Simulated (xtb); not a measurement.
Mg(SH)2 (H2MgS2), SMILES [SH][Mg][SH]. All values are semi-empirical tight-binding results from xtb (GFN2-xTB unless named), good for trends rather than for accurate numbers. Coordinates come from a GFN2-xTB optimisation. One conformer was computed; it need not be the lowest.

Optimised geometry:

Bonds (Å): Mg1–S2 2.316, Mg1–S4 2.317, S2–H3 1.331, S4–H5 1.332. Angles (°): S2–Mg1–S4 174.8, Mg1–S2–H3 93.3, Mg1–S4–H5 92.8.

The geometry has at least one imaginary mode, so it is a saddle point at that level.

For metal compounds this method's bond lengths and energies can be far off.

* **orbital gap**: 2.05 eV

Give the atomic charges and the Wiberg bond orders between heavy atoms. (Estimate from the structure and the level; the computed values follow.)

charges (e) Mg1 0.51, S2 -0.42, H3 0.16, S4 -0.42, H5 0.16. Bond orders Mg1–S2 0.88, Mg1–S4 0.88.
